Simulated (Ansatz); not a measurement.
BiClH2 (SMILES [Cl][BiH2]) moved off its minimum; all values from Ansatz (a quantum-chemistry and plane-wave program), cores frozen in correlated methods. Elements past Kr take the def2 small-core potentials, without spin–orbit coupling.
(charge 0, multiplicity 1)
```xyz
4

Bi    -0.24271    -0.26510     0.16985
H     -1.57557     0.15057    -0.82266
H     -0.07155    -1.58990    -0.95176
Cl     1.39246     1.10726    -1.08825
```

Give the forces (eV/Å), the total energy and the dipole at CCSD(T)/def2-TZVPPD.


```csv
atom,Fx,Fy,Fz
Bi1,0.905,0.163,0.938
H2,-1.056,0.571,-0.648
H3,0.235,-0.746,-0.341
Cl4,-0.085,0.013,0.052
```
Energy -674.6055 hartree, dipole 3.47 D.
